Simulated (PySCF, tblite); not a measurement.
C9H13F.
Cartesian coordinates in Å at the GFN2-xTB level; atoms count from 1:
```
atom  x, y, z in Å
C1     3.2522    0.7511   -0.7662
C2     2.5844   -0.1265   -0.3017
C3     1.7398   -1.1502    0.2847
C4     0.3897   -0.5651    0.6462
C5     0.3014   -0.1270    2.0775
C6    -0.5738   -0.4425   -0.2663
C7    -0.3601   -0.8479   -1.7010
C8    -1.9382    0.1219    0.0346
C9    -1.9644    1.6192   -0.2597
F10   -3.2151    2.1363   -0.0114
H11    3.8533    1.5055   -1.1778
H12    1.6329   -1.9745   -0.4242
H13    2.2296   -1.5329    1.1841
H14    1.1543    0.5119    2.3077
H15   -0.6055    0.4258    2.2963
H16    0.3484   -0.9932    2.7393
H17   -1.1749   -0.4901   -2.3243
H18   -0.3207   -1.9341   -1.7949
H19    0.5730   -0.4410   -2.0864
H20   -2.6856   -0.3705   -0.5914
H21   -2.2219   -0.0390    1.0746
H22   -1.7404    1.8271   -1.3107
H23   -1.2633    2.1628    0.3811
```

The calculation used PBE0/pcSseg-1 in PySCF (dipole) on a GFN2-xTB geometry, gas phase.

Take the most abundant isotopes and a rigid rotor. The values belong to one conformer with, in the numbering `[CH:1]#[C:2][CH2:3]/[C:4]([CH3:5])=[C:6](\[CH3:7])[CH2:8][CH2:9][F:10]`, C2–C3–C4–C5 -95°, C4–C6–C8–C9 93°, C6–C8–C9–F10 179°.

(1) Give the principal moments of inertia and the rotational constants in MHz.

(2) What kind of rotor is it?

(3) Is it planar, by Δ = Ic − Ia − Ib?

(4) Give the other two planar moments, Paa and Pbb, and the rms extents of the mass along the axes.

(5) List the rotational levels J(Ka,Kc) to J = 5 (cm⁻¹).

(6) Which lines would a microwave search look for?

Answers

(1) Ia = 252.48, Ib = 751.33, Ic = 780.33 u·Å²; 505379 MHz·u·Å²/I gives A = 2002, B = 672.6, C = 647.6 MHz.

(2) A near-prolate asymmetric top; Ray's κ = -0.963.

(3) Not planar: Δ = Ic − Ia − Ib = -223.48 u·Å². For a rigid frame Δ = −2 Σ m c², so Σ m c² = 111.74 u·Å² lies off the ab plane: 23.45 from hydrogen and 88.29 from heavier atoms. The atom farthest from that plane is 2.35 Å away.

(4) Paa = Σ m a² = (Ib + Ic − Ia)/2 = 639.59 and Pbb = Σ m b² = (Ia + Ic − Ib)/2 = 140.74 u·Å². With the mass M = 140.10 u, the rms extents √(P/M) along a, b and c are 2.14, 1.00, 0.89 Å.

(5) Above 0(0,0):
J = 1: 1(0,1) 0.0440, 1(1,1) 0.0884, 1(1,0) 0.0892
J = 2: 2(0,2) 0.1321, 2(1,2) 0.1756, 2(1,1) 0.1781, 2(2,1) 0.3111, 2(2,0) 0.3111
J = 3: 3(0,3) 0.2642, 3(1,3) 0.3065, 3(1,2) 0.3115, 3(2,2) 0.4432, 3(2,1) 0.4433, 3(3,1) 0.6670, 3(3,0) 0.6670
J = 4: 4(0,4) 0.4402, 4(1,4) 0.4810, 4(1,3) 0.4893, 4(2,3) 0.6194, 4(2,2) 0.6196, 4(3,2) 0.8432, 4(3,1) 0.8432, 4(4,1) 1.1564, 4(4,0) 1.1564
J = 5: 5(0,5) 0.6602, 5(1,5) 0.6990, 5(1,4) 0.7115, 5(2,4) 0.8396, 5(2,3) 0.8400, 5(3,3) 1.0634, 5(3,2) 1.0634, 5(4,2) 1.3766, 5(4,1) 1.3766, 5(5,1) 1.7793, 5(5,0) 1.7793
The levels of one J sum to (2J + 1)J(J + 1)(A + B + C)/3.

(6) The dipole components are |μa| = 1.60 D, |μb| = 0.10 D, |μc| = 0.71 D. The squared components, which scale the intensities, stand as 1.00 : 0.00 : 0.19 (a : b : c). Some lines, for components of 0.1 D or more:

```tsv
type	branch	J(Ka,Kc)	MHz	lower level (cm⁻¹)
c	Q	2(1,2) ← 2(0,2)	1304	0.132
b	R	2(0,2) ← 1(1,1)	1311	0.088
a	R	1(0,1) ← 0(0,0)	1320	0.000
c	Q	1(1,1) ← 1(0,1)	1329	0.044
b	Q	1(1,0) ← 1(0,1)	1354	0.044
b	Q	2(1,1) ← 2(0,2)	1379	0.132
a	R	2(1,2) ← 1(1,1)	2616	0.088
a	R	2(0,2) ← 1(0,1)	2640	0.044
b	R	1(1,1) ← 0(0,0)	2649	0.000
a	R	2(1,1) ← 1(1,0)	2666	0.089
c	R	1(1,0) ← 0(0,0)	2674	0.000
b	R	2(1,2) ← 1(0,1)	3945	0.044
c	Q	2(2,1) ← 2(1,1)	3987	0.178
b	Q	2(2,0) ← 2(1,1)	3987	0.178
c	R	2(1,1) ← 1(0,1)	4020	0.044
b	Q	2(2,1) ← 2(1,2)	4062	0.176
b	R	2(2,1) ← 1(1,0)	6653	0.089
c	R	2(2,0) ← 1(1,0)	6653	0.089
c	R	2(2,1) ← 1(1,1)	6678	0.088
b	R	2(2,0) ← 1(1,1)	6678	0.088
```

Its GFN2-xTB frequencies are all real (lowest 38 cm⁻¹). No vibrational averaging or centrifugal distortion is included, and the geometry carries the error of its method. A rigid rotor knows nothing of internal rotation, which can split or shift real lines.

Time: 1.7 min of wall time; peak memory 1.1 GiB. Hardware: one thread of an Arm Neoverse N1 (shared host). This is the PBE0/pcSseg-1 job that gave the dipole, with the shieldings it also computed.
